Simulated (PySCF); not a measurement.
Species: TeI2Me2, C₂H₆I₂Te.
Geometry (PBE0-D3(BJ)/def2-SVP, Å), atoms numbered from 1 in this order:
```xyz
11
C2H6I2Te angstrom
Te    -0.702   -0.931    0.043
I     -0.604   -0.749    2.944
I     -0.645   -0.976   -2.867
C      1.434   -0.784   -0.046
H      1.790   -1.684   -0.563
H      1.809   -0.721    0.983
H      1.674    0.109   -0.636
C     -1.115    1.173    0.035
H     -2.064    1.311    0.567
H     -1.178    1.497   -1.010
H     -0.301    1.667    0.580
```

Method used: PySCF, PBE0-D3(BJ)/def2-SVP geometry optimisation, gas phase, def2 core potentials past Kr.

(1) Which atoms are bound to Te1, and at what distances?

(2) List the angles at Te1.

(3) What is the shape at Te1?

(4) What are the other bond lengths?

Answers

(1) 4 atoms: C8 2.144 Å, C4 2.144 Å, I2 2.908 Å, I3 2.911 Å. The nearest atom not counted as bound is H5, at 2.67 Å (others tie with it).

(2) 
```tsv
angle	degrees	distance of the outer atoms (Å)
I2–Te1–I3	175.9	5.82
C4–Te1–C8	97.1	3.21
I3–Te1–C8	90.9	3.64
I2–Te1–C4	90.2	3.62
I2–Te1–C8	87.1	3.52
I3–Te1–C4	86.6	3.51
```

(3) Seesaw-shaped: angles from 86.6° to 175.9°; τ4 = (360° − α − β)/141° = 0.62 with α and β the two widest (0 for a square, 1 for a tetrahedron).

(4) C4–H5 and 5 like bonds 1.097 Å.

Charge 0, singlet. Stationary, but not proved a minimum.
